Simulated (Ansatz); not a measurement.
Mulliken charges of `[OH][Ga]([Br])[Br]` from PBE/def2-TZVPP in Ansatz (PBE0-D4/def2-TZVP geometry).

| atom | x (Å) | y (Å) | z (Å) | charge (e) |
| --- | --- | --- | --- | --- |
| O1 | -0.174 | 1.412 | -0.053 | -0.325 |
| Ga2 | -0.127 | -0.354 | -0.111 | 0.537 |
| Br3 | 1.563 | -1.488 | 0.896 | -0.209 |
| Br4 | -1.778 | -1.433 | -1.204 | -0.190 |
| H5 | 0.566 | 1.789 | 0.431 | 0.188 |

Problem. By hand: the dipole of these point charges (1 e Å = 4.8032 D).

Solution. Σ q r = (0.106, 0.271, 0.080) e Å, of length 0.302 e Å = 1.45 D.

Problem. How does the dipole of the full density compare? (Estimate.)

Solution. Ansatz gave: (0.182, 0.128, 0.121) e Å, 1.22 D; the point charges give 1.19 times that, at 34° from its direction.

Point charges leave out the atoms' own dipoles, such as those of lone pairs, and Mulliken's split depends on the basis, so the two needn't agree.
